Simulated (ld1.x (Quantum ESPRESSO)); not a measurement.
## Li: excitation energies, all-electron against TM

Li (Z = 3), norm-conserving Troullier–Martins (Kleinman–Bylander form), made with ld1.x (Quantum ESPRESSO) 7.5 (LDA (PZ), scalar-relativistic). Core [He], reference 2s1 2p0. Waves: 2s (bound): rc 2.45 bohr; 2p (bound, empty): rc 4.20 bohr. Local part: all-electron potential smoothed inside 2.65 bohr (lloc = -1). Core correction: a·sin(br)/r model core, default radius (core density twice the valence density).

Energies are relative to the spin-unpolarised reference configuration 2s1 2p0; without spin polarisation the order of configurations can differ from experiment. Spin-polarised rows fill each open shell by Hund’s rule, majority spin first. The frozen-core shift is the all-electron ΔE with the core orbitals held at their reference shape minus the fully relaxed ΔE.

```csv
valence configuration,charge,ΔE all-electron (eV),error AE − PS (meV),frozen-core shift (meV)
2s0.5 2p0,+0.5,2.045,+1.0,+0.6
2s0 2p1,0,1.754,-4.6,+0.9
2s1 2p0 (spin-polarised),0,-0.233,+1.1,+0.2
2s0.5 2p0 (spin-polarised),+0.5,1.953,+1.1,+0.7
```

Levels in the configuration 2s0.5 2p0 (spin-polarised):

```tsv
level	all-electron (eV)	pseudo (eV)
2s up	-5.584	-5.581
```
